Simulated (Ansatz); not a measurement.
Cl$_{4}$Hf, charge +1, doublet, at a GFN2-xTB geometry (such geometries of metal compounds can be far from the true shape) (the multiplicity is a formal guess) (core potentials on Hf); B3LYP/def2-SV(P) (Ansatz, a quantum-chemistry and plane-wave program).

Ansatz was given this input:
Ansatz 0.2 input:
```yaml
crystal:
  periodic: [false, false, false]
  atoms:
    - {symbol: Hf, position_ang: [0.08059217, 0.15974524, -0.31583395]}
    - {symbol: Cl, position_ang: [1.88800078, -1.40121046, -0.41401023]}
    - {symbol: Cl, position_ang: [0.89132428, 0.80531236, 1.70529365]}
    - {symbol: Cl, position_ang: [-1.81572992, 1.54446166, 0.13078682]}
    - {symbol: Cl, position_ang: [-1.30492670, -1.62513166, -0.08442056]}
basis:
  gaussian:
    orbitals: def2-SV_P_.json
hamiltonian:
  xc: b3lyp
total_charge: 1
magnetization: {spin_polarized: true, initial_magnetization: 1}
```
The basis file holds def2-SV(P) in the JSON format of the Basis Set Exchange.

Output, abridged:

```
Functional definition: B3LYP
979 factors; integrals over basis functions are off by at most 2.4e-4 eV
mean field evaluation 1: about -51376.4202 eV, gradient 2.3e1 eV
mean field evaluation 2: about -51362.0285 eV, gradient 5.9e1 eV
mean field evaluation 4: about -51379.4021 eV, gradient 2.6e0 eV
mean field evaluation 8: about -51379.5343 eV, gradient 8.3e-2 eV
mean field evaluation 16: about -51379.5343 eV, gradient 2.6e-4 eV
mean field evaluation 32: about -51379.0040 eV, gradient 3.6e-6 eV
mean field evaluation 64: about -51378.9142 eV, gradient 3.9e-1 eV
mean field evaluation 96: about -51379.4264 eV, gradient 1.2e0 eV
mean field -51379.53429592 eV, -1888.1630590759 hartree, gradient 2.6e-5 eV, S^2 0.755744; 13 other end points of the search recorded, 0 dependent functions left out
reference -51379.53459971 eV, -1888.1630702399 hartree; 40, 39 occupied and 57, 58 virtual orbitals, 979 factors
Total energy: -51379.53459971 eV, -1888.1630702399 hartree
```
